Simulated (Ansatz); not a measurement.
System: BiBr₂, charge 1, singlet. BiBr2+ (SMILES [Bi+]([Br])[Br]).
B3LYP-D3(BJ)/def2-TZVP minimum from Ansatz (a quantum-chemistry and plane-wave program):
```
Bi
Br 1 2.5189
Br 1 2.5189 2 100.93
```
Charge +1, spin multiplicity 1.

Total energies in def2-TZVPP, 18 correlated electrons, 37 frozen orbitals. Open shells are spin-unrestricted; no spin-orbit coupling. Cores are frozen in correlated methods (noble-gas shells, and filled d and f shells in the p block). Past Kr the def2 sets carry scalar-relativistic core potentials. Spin-orbit terms, left out, reach several kcal/mol for Br and I, and more for heavier atoms. The spin of BiBr2+ ([Br][Bi+][Br], singlet) was assumed, and the state is the lowest solution found for it.

```csv
method,program,energy (Eh),minus CCSDT(Q) (mEh)
HF,Ansatz,-5358.20213,460.56
MP2,Ansatz,-5358.60715,55.54
CCSD,Ansatz,-5358.63756,25.13
CCSD(T),Ansatz,-5358.65971,2.98
CCSDT(Q),Ansatz,-5358.66269,0.00
```

Rough core times of Ansatz's runs on a shared machine: CCSD(T) 20 s, CCSDT(Q) 20 min.
